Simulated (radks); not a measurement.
The numbers below are computed, except where a source is named.
Ionisation of Sn3+, [Kr] 4d10 5s1, to Sn4+, [Kr] 4d10, under several functionals. Scalar-relativistic Kohn-Sham, spin-polarised, spherical densities, finite nucleus; open shells are filled with parallel spins first (spin-orbit coupling, left out, can overturn this in heavy ions); a radial shooting solver on a logarithmic mesh with Libxc functionals. Known Delta-SCF values: LDA (Slater exchange, Perdew-Wang correlation) 41.828 eV; PBEsol 41.376 eV. What does exchange-only B88 give, and what is its highest occupied eigenvalue?

Answer. 40.704 eV by Delta-SCF; the 5s eigenvalue is -35.869 eV. NIST: 40.74 eV (measured).
